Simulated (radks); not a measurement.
Problem. The iron ion Fe12+ is in [Ne] 3s2 3p2. All-electron calculation, scalar-relativistic Kohn-Sham, LDA (Slater exchange, Perdew-Wang correlation), spin-polarised, spherical densities, finite nucleus; Fermi nuclear charge, rms radius of each element as measured or else 0.836 A^(1/3) + 0.57 fm. Program: a radial shooting solver on a logarithmic mesh with Libxc functionals. Open shells are filled with parallel spins first. One electron is removed from 3s, 2s, 3p, 2p in turn, with full relaxation. Which removal costs least, and what does each cost?

Solution. 3p 359.71 eV; 3s 387.20 eV; 2p 1082.5 eV; 2s 1195.2 eV. The 3p electron leaves first.
